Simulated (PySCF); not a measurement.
A structure optimised at B3LYP-D3(BJ)/def2-SVP, used in a PySCF frequency run:

```xyz
5

Al    -0.0002     0.5447     0.0000
Cl     1.8195     1.5823     0.0000
Cl    -1.8020     1.6172     0.0000
Se     0.0338    -1.7547     0.0000
H     -1.4421    -1.8144     0.0000
```
Charge 0, spin multiplicity 1.

Problem. Write its SMILES, formula and point group.

Solution. [Cl][Al]([Cl])[SeH], AlCl2HSe, Cs

Problem. What are its rotational constants (standard atomic weights)?

Solution. 2.1544, 1.1614, 0.75461 GHz
